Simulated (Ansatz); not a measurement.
`FC(F)C(F)(F)F` + H₂ → `FC(F)C(F)F` + H–F  (hydrogenolysis of a C–F bond)

Isolated molecules relaxed with PBE0-D4/def2-TZVP in Ansatz; ΔE leaves out vibrations. CCSD(T)/CBS is the MP2 limit (def2-TZVPP, def2-QZVPP) plus CCSD(T) − MP2 in def2-TZVPP, frozen cores. This one scheme is used for every species. DFT in def2-TZVPP. One conformer a species, not always the lowest.

`FC(F)C(F)(F)F`:

Z-matrix (Å, degrees):
```
C
F 1 1.342
C 1 1.535 2 109.0
F 1 1.342 2 109.0 3 118.8
H 1 1.095 2 109.7 3 -121.1
F 3 1.331 1 109.6 2 179.9
F 3 1.325 1 111.5 2 59.4
F 3 1.331 1 109.6 2 -61.2
```

H₂:

Cartesian coordinates in Å:
```
H -0.192 -0.126 -0.294
H 0.192 0.126 0.294
```

`FC(F)C(F)F`:

Z-matrix (Å, degrees):
```
C
F 1 1.343
C 1 1.524 2 110.2
F 1 1.350 2 108.7 3 -118.9
H 1 1.095 2 109.1 3 122.2
F 3 1.350 1 108.6 2 68.1
F 3 1.343 1 110.2 2 -50.8
H 3 1.095 1 111.1 2 -171.9
```

H–F:

```xyz
2

F    -0.143    0.399   -0.179
H     0.143   -0.399    0.179
```

```json
{"level": "ωB97M-V", "ΔE (kcal/mol)": "-10.0"}
{"level": "PBE", "ΔE (kcal/mol)": "-10.6"}
{"level": "r2SCAN", "ΔE (kcal/mol)": "-8.3"}
{"level": "CCSD(T)/def2-SVP", "ΔE (kcal/mol)": "-6.0"}
```

**Question.** What does CCSD(T)/CBS give? (An estimate is asked.)

**Answer.** The calculation gave: -13.4 kcal/mol. The listed levels differ from it by 3.4, 2.8, 5.1, 7.4 kcal/mol.

Largest T1 diagnostic among the species: 0.012.

From PBE to PBE0 (25 % exact exchange), in def2-TZVPP and without D4, ΔE moves by −0.9 kcal/mol. Leaving LDA and LC-ωPBE aside and taking each functional with its dispersion term where it has one, the values, not all of them listed here, spread over 3.9 kcal/mol, from B2PLYP to r2SCAN-D4. LDA lies +3.0 kcal/mol from PBE without D4.
